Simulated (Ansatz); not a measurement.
`B[Si](O)(F)Cl` + H₂ → `B[SiH](O)F` + HCl at 600 K and 1 bar (hydrogenolysis of the Si–Cl bond).

Computed with Ansatz on PBE0-D4/def2-TZVP structures; ΔE is electronic, products minus reactants. CCSD(T)/CBS is the MP2 limit (def2-TZVPP, def2-QZVPP) plus CCSD(T) − MP2 in def2-TZVPP, frozen cores. This one scheme is used for every species. Each species was taken in one conformer, which may not be the lowest.

```csv
species,CCSD(T)/CBS energy (Eh),H − E (kJ/mol),S (J/(mol·K))
`B[Si](O)(F)Cl`,-950.56525,163.6,437.7
H₂,-1.17544,43.9,150.8
`B[SiH](O)F`,-491.32150,174.0,398.1
HCl,-460.38127,35.4,207.2
```

H − E and S are ideal-gas, rigid-rotor, harmonic terms from PBE0-D4/def2-TZVP, for one conformer and one mirror image of each species. The MP2-based limit puts H₂ 0.8 mEh under its directly extrapolated value; such offsets cancel only in part. 1 Eh = 2625.50 kJ/mol, R = 8.31446 J/(mol·K).

**Question.** By hand: ΔE, ΔH, ΔS and ΔG.

**Answer.** ΔE = (-491.32150) + (-460.38127) − (-950.56525) − (-1.17544) = 0.03792 Eh = 99.6 kJ/mol. Δ(H − E) = 174.0 + 35.4 − 163.6 − 43.9 = 1.9, so ΔH = 101.5 kJ/mol. ΔS = 398.1 + 207.2 − 437.7 − 150.8 = 16.8 J/(mol·K). ΔG = 101.5 − 600 × (16.8)/1000 = 91.4 kJ/mol.

**Question.** By hand: the equilibrium constant, and the temperature at which ΔG would vanish if ΔH and ΔS stayed fixed.

**Answer.** log₁₀ K = −ΔG/(RT ln 10) = -8.0. ΔG = 0 at ΔH/ΔS = 6042 K, far beyond where these terms or the molecules hold.

ΔH outweighs TΔS. A doubt of 5 kJ/mol in ΔE shifts log₁₀ K by 0.4 here. Other conformers and mirror images would add mixing entropy, several J/(mol·K) or more a flexible species. These are equilibria of isolated gas molecules and say nothing of rates. Largest T1 diagnostic: 0.012 (customary marks: 0.02 for closed shells, 0.045 for open ones).
